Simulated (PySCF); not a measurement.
# Polarisability and C₆ of Bi⁻ (bismuth, charge -1)

[Xe] 4f14 5d10 6s2 6p4, high-spin 3P determinant. All numbers are calculated (PySCF 2.14, scalar relativity through the core potential, in def2-QZVPPD with the def2 core potential (60 electrons) (8s6p5d4f1g, 88 functions)). Coupled (time-dependent) response in atomic units; α is the mean over directions.

```tsv
method	mean α (bohr³)	α xx, yy, zz	C₆ (like pair)	S(−4)
LC-wPBE	120.5	104.0, 153.7, 104.0	1954	6240
```

S(−4) is the Cauchy moment in α(ω) = α(0) + S(−4) ω² + …

Spin-orbit coupling is absent.

α(iu) at LC-wPBE:

| u (hartree) | α(iu) (bohr³) |
| --- | --- |
| 0 | 120.5 |
| 0.0500 | 107.7 |
| 0.100 | 85.52 |
| 0.200 | 52.92 |
| 0.300 | 35.32 |
| 0.500 | 19.21 |
| 0.750 | 11.30 |
| 1.00 | 7.703 |
| 1.50 | 4.490 |
| 2.00 | 3.045 |
| 3.00 | 1.709 |
| 5.00 | 0.7632 |

A single London oscillator, α(iu) = α/(1 + u²/ω²), gives C₆ = (3/4) ω α². Matching the computed C₆ needs ω = 4 × 1954 / (3 × 120.5²) = 0.179 hartree.

For an ion, C₆ is the dispersion term alone; charge-induced terms of lower order in 1/R come first.

The components differ because the open shell of this determinant is not spherical; for a pure term their mean is the scalar polarisability.

Energies and moments cover only the electrons outside the core potential. Spin-orbit coupling is strong in this species (close to jj coupling), so the high-spin LS determinant is a model state, not a physical level.
